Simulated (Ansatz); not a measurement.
Calculated with Ansatz (gas phase, PBE0-D4/def2-TZVP geometries, no zero-point term in ΔE). CCSD(T)/CBS is the MP2 limit (def2-TZVPP, def2-QZVPP) plus CCSD(T) − MP2 in def2-TZVPP, frozen cores. This one scheme is used for every species. Functionals use def2-TZVPP. B3LYP here is the variant with VWN-RPA as its local correlation; programs differ in this. Each species was taken in one conformer, which may not be the lowest.

Reaction (formal exchange of groups at a B–C bond): `CB(S)S` + `C#CNC` → `SBS` + `CC#CNC`

Is it downhill or uphill in electronic energy at CCSD(T)/CBS, and by how much? (Estimate.)

The calculation gave: Uphill: ΔE = +7.4 kcal/mol.

What do these levels give: B3LYP-D4, ωB97M-V, r2SCAN, PBE0, B3LYP, HF/CBS(def2)? (An estimate is asked.)

Computed: B3LYP-D4 6.3, ωB97M-V 7.2, r2SCAN 6.7, PBE0 5.5, B3LYP 5.1, HF/CBS(def2) 5.1 kcal/mol.

Largest T1 diagnostic among the species: 0.014.

The D4 term adds +1.2 kcal/mol with B3LYP and +0.6 kcal/mol with PBE0; it sums over pairs of atoms, weighted by their polarisabilities, and B3LYP, whose exchange is more repulsive, gets the larger term. In def2-TZVPP, CCSD(T) changes the Hartree–Fock value by +1.8 kcal/mol (the triples alone add +0.2 kcal/mol) and MP2 by +2.1 kcal/mol.
